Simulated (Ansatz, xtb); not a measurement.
## Two isomers of C4H7ClF2

Structure a is `CC(C)(Cl)C(F)F`, a singlet and structure b is `CC[C@H](Cl)C(F)F`, a singlet. Both are isolated molecules in the gas phase, relaxed with r2SCAN-D4/def2-SVP; each stands in its lowest conformer found.

Which of the two would you expect CCSD(T)/def2-SVP + ΔMP2/def2-TZVPP electronic energies to favour?

Structure a; the calculation gives E(b) − E(a) = +0.153 eV.

How the difference moves with the method:

| level | geometry | E(b) − E(a) (eV) | departure from the last row (eV) | job, with rough time for the two |
| --- | --- | --- | --- | --- |
| GFN2-xTB | GFN2-xTB | +0.180 | +0.027 | optimisation, 0.13 s |
| HF/STO-3G | GFN2-xTB | +0.082 | −0.070 | single point, 0.4 s |
| r2SCAN-D4/def2-SVP//GFN2-xTB | GFN2-xTB | +0.181 | +0.028 | single point, 4 s |
| r2SCAN-D4/def2-SVP | r2SCAN-D4/def2-SVP | +0.171 | +0.018 | optimisation, 32 s |
| HF/def2-SVP | r2SCAN-D4/def2-SVP | +0.086 | −0.066 | part of the CCSD(T) run |
| MP2/def2-SVP | r2SCAN-D4/def2-SVP | +0.191 | +0.038 | part of the CCSD(T) run |
| CCSD(T)/def2-SVP | r2SCAN-D4/def2-SVP | +0.173 | +0.021 | single point |
| CCSD(T)/def2-SVP + ΔMP2/def2-TZVPP | r2SCAN-D4/def2-SVP | +0.153 |  | single point, 83 s |

As drawn, both hold the same kinds of bond in the same numbers. Structure a has 2 methyl groups, b 1.

The levels shown agree on the order. The largest departure from CCSD(T)/def2-SVP + ΔMP2/def2-TZVPP is that of HF/STO-3G, 0.070 eV. The last row adds to CCSD(T) the change of the MP2 difference between the two basis sets, here −0.021 eV.

With thermal terms from frequencies at re-optimised GFN2-xTB minima (ideal gas, soft modes damped towards free rotors, one conformer each, 298.15 K, 1 atm): on the last row, ΔE + ΔZPE = +0.173, ΔH = +0.169, ΔG = +0.156 eV.

The correlated steps freeze 11 core orbitals. Mirror images aren't counted in ΔG. Programs: Ansatz 0.2.0, xtb 6.7.1; the last row on 4 threads of Arm Neoverse V1 on a shared host.
